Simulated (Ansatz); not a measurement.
(KSH)2 ring (K2H2S2). The state is a singlet with charge 0. Geometry PBE0-D4/def2-SVP; atoms count from 1.

```xyz
6

K     1.815   -0.915   -0.191
S     1.040    1.980   -0.597
K    -1.438    1.126    0.913
S    -0.635   -1.753    1.371
H     0.551    1.880   -1.854
H    -1.333   -2.318    0.359
```

(1) Estimate the Mulliken populations from the PBE0/def2-TZVP orbitals of Ansatz.

(2) And the Mayer bond orders between heavy atoms (over 0.3)?

Answers

(1) 
| atom | charge (e) |
| --- | --- |
| K1 | 0.66 |
| S2 | -0.78 |
| K3 | 0.66 |
| S4 | -0.78 |
| H5 | 0.12 |
| H6 | 0.12 |
Mulliken values depend strongly on the basis.

(2) K1–S2 0.32 (3.02 Å); K1–S4 0.32 (3.02 Å); S2–K3 0.32 (3.02 Å); K3–S4 0.32 (3.02 Å).
